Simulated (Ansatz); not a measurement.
Born–Oppenheimer molecular dynamics of ClFGeH4O (8 atoms, charge 0, multiplicity 1). It starts at the highest image of a converged band. Of that band: Neighbouring images differ by up to 1.4 eV, so the band resolves the path poorly. A vibrational analysis at the climbing image gives one clearly imaginary mode, 1028i cm⁻¹: a first-order saddle point.

Method: Ansatz, RKS PBE/def2-SVP.

```json
{
  "ensemble": "NVE (velocity Verlet)",
  "time step": "0.5 fs",
  "steps asked": "200",
  "starting velocities drawn for": "300 K",
  "seed": "5159"
}
```

Frames 5 fs apart, positions in Å.

Velocities at 5 fs (Å/ps):

```
Ge 1.15 0.41 0.53
H -15.64 -21.45 12.10
Cl -1.19 1.17 1.17
O -4.59 -0.32 -1.16
H 5.71 6.72 -32.71
H -5.93 0.41 1.32
F 2.82 -2.63 -2.71
H -5.44 -1.56 9.32
```

```xyz
8
Properties=species:S:1:pos:R:3 time_fs=5 energy_less_start_eV=0.066 T=216
Ge 0.066 0.237 -0.015
H 0.228 -0.192 1.789
Cl 1.794 -0.209 -1.221
O -1.009 1.590 -0.541
H -1.701 1.280 -1.178
H -0.830 -0.998 -0.164
F 1.093 1.574 1.052
H 0.631 0.573 1.748
8
Properties=species:S:1:pos:R:3 time_fs=10 energy_less_start_eV=0.045 T=243
Ge 0.071 0.241 -0.013
H 0.137 -0.309 1.870
Cl 1.789 -0.203 -1.216
O -1.032 1.586 -0.549
H -1.610 1.315 -1.271
H -0.858 -1.032 -0.134
F 1.104 1.559 1.036
H 0.612 0.541 1.832
8
Properties=species:S:1:pos:R:3 time_fs=15 energy_less_start_eV=-0.183 T=538
Ge 0.075 0.251 -0.012
H 0.117 -0.276 1.988
Cl 1.786 -0.200 -1.212
O -1.045 1.579 -0.551
H -1.538 1.292 -1.371
H -0.814 -1.048 -0.041
F 1.106 1.535 1.015
H 0.519 0.325 1.969
8
Properties=species:S:1:pos:R:3 time_fs=20 energy_less_start_eV=-0.644 T=1132
Ge 0.080 0.268 -0.012
H -0.033 -0.469 2.223
Cl 1.784 -0.198 -1.213
O -1.053 1.562 -0.557
H -1.450 1.275 -1.382
H -0.696 -1.034 0.153
F 1.094 1.496 0.983
H 0.509 0.210 2.189
8
Properties=species:S:1:pos:R:3 time_fs=25 energy_less_start_eV=-1.148 T=1777
Ge 0.087 0.293 -0.010
H -0.095 -0.581 2.542
Cl 1.785 -0.199 -1.217
O -1.054 1.539 -0.563
H -1.434 1.257 -1.440
H -0.580 -1.054 0.424
F 1.067 1.441 0.947
H 0.399 -0.030 2.484
8
Properties=species:S:1:pos:R:3 time_fs=30 energy_less_start_eV=-1.281 T=1947
Ge 0.098 0.322 -0.008
H -0.186 -0.751 2.920
Cl 1.786 -0.203 -1.227
O -1.060 1.509 -0.579
H -1.440 1.288 -1.435
H -0.442 -0.979 0.692
F 1.031 1.377 0.917
H 0.329 -0.210 2.839
8
Properties=species:S:1:pos:R:3 time_fs=35 energy_less_start_eV=-0.998 T=1588
Ge 0.108 0.346 -0.007
H -0.301 -0.951 3.342
Cl 1.788 -0.211 -1.243
O -1.072 1.481 -0.602
H -1.493 1.316 -1.474
H -0.308 -0.798 0.893
F 1.004 1.329 0.914
H 0.297 -0.349 3.219
8
Properties=species:S:1:pos:R:3 time_fs=40 energy_less_start_eV=-1.052 T=1656
Ge 0.114 0.362 -0.014
H -0.321 -1.059 3.760
Cl 1.788 -0.221 -1.265
O -1.096 1.457 -0.634
H -1.534 1.326 -1.493
H -0.277 -0.694 1.055
F 1.006 1.321 0.953
H 0.173 -0.574 3.628
8
Properties=species:S:1:pos:R:3 time_fs=45 energy_less_start_eV=-1.376 T=2072
Ge 0.118 0.369 -0.024
H -0.423 -1.253 4.202
Cl 1.786 -0.234 -1.290
O -1.127 1.437 -0.671
H -1.548 1.287 -1.526
H -0.345 -0.658 1.083
F 1.035 1.352 1.028
H 0.135 -0.712 4.015
8
Properties=species:S:1:pos:R:3 time_fs=50 energy_less_start_eV=-1.413 T=2122
Ge 0.121 0.373 -0.034
H -0.502 -1.423 4.645
Cl 1.780 -0.248 -1.318
O -1.160 1.420 -0.708
H -1.530 1.193 -1.599
H -0.459 -0.652 0.931
F 1.071 1.399 1.115
H 0.073 -0.870 4.399
8
Properties=species:S:1:pos:R:3 time_fs=55 energy_less_start_eV=-1.216 T=1872
Ge 0.129 0.381 -0.040
H -0.518 -1.534 5.054
Cl 1.770 -0.263 -1.346
O -1.188 1.400 -0.747
H -1.446 1.093 -1.620
H -0.596 -0.747 0.740
F 1.095 1.440 1.191
H -0.051 -1.086 4.812
8
Properties=species:S:1:pos:R:3 time_fs=60 energy_less_start_eV=-1.059 T=1666
Ge 0.140 0.394 -0.041
H -0.631 -1.738 5.513
Cl 1.756 -0.277 -1.373
O -1.205 1.377 -0.781
H -1.351 0.987 -1.692
H -0.656 -0.853 0.550
F 1.098 1.464 1.245
H -0.077 -1.209 5.174
```

Of the whole run (100 fs, mean temperature of the second half 1899 K): The conserved energy stayed within 0.43 meV per atom of its start (net change -0.26 meV per atom), so the integration is sound. The kinetic energy rose, since the run started high on the potential surface and went downhill. It ends in pieces (ClFGeH2O + H2), so much of that is their flight and rotation, not heat. A run of 0.1 ps of so small a system gives no equilibrium averages. The orbitals stay closed-shell, which can raise the energy where a bond breaks towards radicals; this wasn't checked here.

Run time: 3.9 min on 2 threads of Arm Neoverse V2 (shared host), peak memory 0.14 GiB.
